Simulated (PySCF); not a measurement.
Electric field gradients and quadrupole coupling constants

C2H11NO3Si3.
Z-matrix (Å and degrees, GFN2-xTB geometry), rows numbered from 1:
```
C 
N   1  1.4436
Si  2  1.7092  1  121.75
O   3  1.6256  2  105.67  1  -178.68
Si  4  1.6194  3  128.96  2  -125.57
O   5  1.6227  4  109.80  3     3.51
Si  6  1.6295  5  131.23  4     1.82
C   7  1.8877  6  110.01  5   119.09
O   3  1.6236  2  107.86  1    62.64
H   1  1.0910  2  110.06  3  -157.93
H   1  1.0864  2  108.27  3   -38.84
H   1  1.0953  2  112.39  3    80.80
H   2  1.0088  1  111.96  3  -144.34
H   3  1.4603  2  120.18  1   -58.30
H   5  1.4542  4  107.02  3  -111.99
H   5  1.4543  4  106.82  3   119.47
H   7  1.4594  6  105.40  5  -114.05
H   8  1.0847  7  110.54  6    60.36
H   8  1.0847  7  110.46  6   179.49
H   8  1.0868  7  112.07  6   -60.13
```

Field gradients from the PBE0/pcSseg-1 density (PySCF, non-relativistic), principal values in atomic units, ordered |Vxx| ≤ |Vyy| ≤ |Vzz|:

```csv
atom,Vxx,Vyy,Vzz
N2,0.2863,0.6965,-0.9828
O4,-0.1725,-0.6843,0.8568
O6,-0.2108,-0.6721,0.8829
O9,-0.1781,-0.6791,0.8572
```

Task: Find the asymmetry η = (Vxx − Vyy)/Vzz and the couplings χ = eQV/h (234.96 MHz × Q in barn × V in au), with Q(14N) = 0.02044 b, Q(17O) = −0.0256 b.

Result: 
| atom | environment | nucleus | η | χzz (MHz) | χxx (MHz) | χyy (MHz) |
| --- | --- | --- | --- | --- | --- | --- |
| N2 | silicon-bound nitrogen | 14N | 0.42 | -4.720 | 1.375 | 3.345 |
| O4 | siloxane oxygen | 17O | 0.60 | -5.15 | 1.04 | 4.12 |
| O6 | siloxane oxygen | 17O | 0.52 | -5.31 | 1.27 | 4.04 |
| O9 | siloxane oxygen | 17O | 0.58 | -5.16 | 1.07 | 4.08 |

The tensor is traceless: Vxx + Vyy + Vzz = 0.

Task: What is Vzz at O9 in SI units (1 au = 9.71736 × 10²¹ V/m²)?

Result: 0.8572 au = 8.330 × 10²¹ V/m².

Task: What couplings would deuterons (Q(2H) = 0.00286 b) have in place of the hydrogens, at this geometry?

Result: 
```json
{"atom": "H10", "bonded to": "C1", "bond length (Å)": "1.091", "Vzz (au)": "0.3048", "η": "0.05", "χzz (kHz)": "205"}
{"atom": "H11", "bonded to": "C1", "bond length (Å)": "1.086", "Vzz (au)": "0.3089", "η": "0.07", "χzz (kHz)": "208"}
{"atom": "H12", "bonded to": "C1", "bond length (Å)": "1.095", "Vzz (au)": "0.2957", "η": "0.05", "χzz (kHz)": "199"}
{"atom": "H13", "bonded to": "N2", "bond length (Å)": "1.009", "Vzz (au)": "0.4196", "η": "0.17", "χzz (kHz)": "282"}
{"atom": "H14", "bonded to": "Si3", "bond length (Å)": "1.460", "Vzz (au)": "0.1598", "η": "0.01", "χzz (kHz)": "107"}
{"atom": "H15", "bonded to": "Si5", "bond length (Å)": "1.454", "Vzz (au)": "0.1639", "η": "0.01", "χzz (kHz)": "110"}
{"atom": "H16", "bonded to": "Si5", "bond length (Å)": "1.454", "Vzz (au)": "0.1637", "η": "0.01", "χzz (kHz)": "110"}
{"atom": "H17", "bonded to": "Si7", "bond length (Å)": "1.459", "Vzz (au)": "0.1607", "η": "0.01", "χzz (kHz)": "108"}
{"atom": "H18", "bonded to": "C8", "bond length (Å)": "1.085", "Vzz (au)": "0.3272", "η": "0.01", "χzz (kHz)": "220"}
{"atom": "H19", "bonded to": "C8", "bond length (Å)": "1.085", "Vzz (au)": "0.3273", "η": "0.01", "χzz (kHz)": "220"}
{"atom": "H20", "bonded to": "C8", "bond length (Å)": "1.087", "Vzz (au)": "0.3236", "η": "0.01", "χzz (kHz)": "217"}
```

Geometry: GFN2-xTB, one conformer, isolated molecule. GFN2-xTB bond lengths can be off by several hundredths of an ångström, more for odd bonds, and the gradients follow them. With a basis this small, the couplings can be 20 % off.
